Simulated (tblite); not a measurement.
C2H13NOSi4.
Structure used (GFN2-xTB), in Å, numbered top down from 1:
```xyz
21
C2H13NOSi4 angstrom
O     -2.570    0.252   -2.104
C     -1.879   -0.537   -1.493
C     -1.101   -0.146   -0.333
Si    -1.521   -1.281    1.138
Si    -1.613    1.688   -0.110
Si     0.724   -0.339   -0.859
N      1.672    0.167    0.487
Si     3.400    0.164    0.622
H     -1.815   -1.591   -1.824
H     -0.691   -0.935    2.291
H     -1.302   -2.682    0.766
H     -2.934   -1.107    1.488
H     -1.179    2.491   -1.247
H     -0.920    2.182    1.095
H     -3.049    1.768    0.129
H      1.043   -1.742   -1.144
H      0.992    0.463   -2.061
H      1.196    0.747    1.159
H      3.860   -1.051   -0.043
H      3.685    0.164    2.057
H      3.994    1.345   -0.015
```

Level: GFN2-xTB in tblite, geometry and Hessian alike; calculated harmonic values, unscaled, isolated species. Errors from tens to a few hundred cm⁻¹ against measured bands are possible. Modes of hydrogen on silicon can be 10 to 20 % off. One conformer, not necessarily the lowest.

Harmonic wavenumbers (cm⁻¹): 31.4, 48.4, 63.1, 71.6, 96.5, 112.4, 137.4, 148.8, 167.5, 198.9, 224.5, 241.8, 305.8, 328.5, 419.8, 486.8, 509.8, 526.8, 530.5, 534.9, 549.0, 573.0, 596.8, 625.7, 727.3, 732.7, 753.3, 756.3, 772.2, 786.7, 789.9, 791.5, 799.4, 810.0, 811.1, 820.4, 831.8, 937.4, 961.9, 992.6, 1158.3, 1197.4, 1375.2, 1692.0, 2162.7, 2192.2, 2216.9, 2236.7, 2244.9, 2253.1, 2254.7, 2273.3, 2292.9, 2313.8, 2319.3, 2754.9, 3471.8.

A = 1533, B = 553.9, C = 518.3 MHz; mass 179.007 u (most abundant isotopes); point group C1, symmetry number 1.

Q: Zero-point energy?

A: Half the sum of the wavenumbers: 28507 cm⁻¹ = 341.02 kJ/mol.

Q: Entropy at 298.15 K, 1 bar (ideal gas, RRHO, classical rotation)?

A: Translation 173.55, rotation 129.57, vibration 215.75: S = 518.9 J/(mol K).

Q: And Cp and H(298.15 K) − H(0)?

A: Cp = 236.89 J/(mol K), of which vibrations give 203.63 (their classical limit is 57 R = 473.9); H(298.15 K) − H(0) = 42.37 kJ/mol without the zero-point energy, 32.45 from vibrations.

Q: What must be added to the electronic energy to get the Gibbs energy at 298.15 K and 1 bar?

A: ZPE + [H(298.15 K) − H(0)] − T·S = 341.02 + 42.37 − 154.70 = 228.69 kJ/mol.

Q: How do the functions run with temperature in this model?

A: 
```
 T (K)  S (J/(mol K))  Cp (J/(mol K))  H − H(0) (kJ/mol)  G − H(0) (kJ/mol)  ln q(vib)
    50          273.1            77.0               2.60             -11.05       1.27
   100          338.5           113.6               7.43             -26.43       3.69
373.15          576.1           272.8              61.53            -153.43      16.10
   500          662.6           318.3              99.19            -232.11      21.31
   750          803.9           378.0             186.82            -416.12      30.58
  1000          918.2           415.9             286.40            -631.84      38.70
```

q(vib) and H(0) count from the zero-point level.

Q: Blend soft modes into free rotors: weight 1/[1 + (100 cm⁻¹/ν̃)⁴] for the oscillator and the rest for a rotor with moment μB/(μ + B), μ = h/(8π²ν), B = 10⁻⁴⁴ kg m². What vibrational entropy results?

A: 193.98 J/(mol K) in place of 215.75, which changes −T·S at 298.15 K by +6.49 kJ/mol.

Hindered rotation and anharmonicity are outside this model. Other conformers, if any are populated, would add a mixing term that is left out. The structure is chiral; the term R ln 2 for an equal mix with its mirror image is left out.
